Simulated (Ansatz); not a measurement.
Stepwise reaction of `[OH][SnH2][F]` with hydrogen fluoride, as a gas-phase model of exchange steps in deposition or etching. ΔE in kJ/mol; ΔG adds harmonic PBE0-D4 terms to CCSD(T)/CBS, at 1 bar.

Isolated molecules relaxed with PBE0-D4/def2-TZVP in Ansatz; ΔE leaves out vibrations. CCSD(T)/CBS is the MP2 limit (def2-TZVPP, def2-QZVPP) plus CCSD(T) − MP2 in def2-TZVPP, frozen cores. This one scheme is used for every species. DFT in def2-TZVPP. B3LYP here is the variant with VWN-RPA as its local correlation; programs differ in this. Elements past krypton have def2 core potentials. For Sn outer-core shells are correlated without core-valence functions, which leaves a few kJ/mol of doubt a bond. One conformer a species, not always the lowest.

| step | reaction | PBE-D4 | B3LYP-D4 | ωB97M-V | CCSD(T)/CBS | ΔG(400 K) |
| --- | --- | --- | --- | --- | --- | --- |
| 1 | `[OH][SnH2][F]` + H–F → `[OH][SnH]([F])[F]` + H₂ | -42.4 | -43.4 | -41.2 | -40.9 | -42.2 |

**Question.** Give the row of step 2, `[OH][SnH]([F])[F]` + H–F → `[OH][Sn]([F])([F])[F]` + H₂. (Estimate.)

**Answer.** Ansatz gave: 
```
step                                                  reaction  PBE-D4  B3LYP-D4  ωB97M-V  CCSD(T)/CBS  ΔG(400 K)
   2  `[OH][SnH]([F])[F]` + H–F → `[OH][Sn]([F])([F])[F]` + H₂   -10.7     -10.0     -8.2         -9.5      -12.4
```

**Question.** By hand: ΔE of the 2 steps together at CCSD(T)/CBS.

**Answer.** (-40.9) + (-9.5) = -50.4 kJ/mol, or -25.2 kJ/mol a step.

In ΔE each step is higher than the one before. All are downhill at CCSD(T)/CBS. ΔG lies between -42.2 and -12.4 kJ/mol a step. PBE-D4 differs from CCSD(T)/CBS by -1.5 to -1.2 kJ/mol a step. Isolated molecules leave out the surface, adducts and barriers. Largest T1 diagnostic: 0.015.
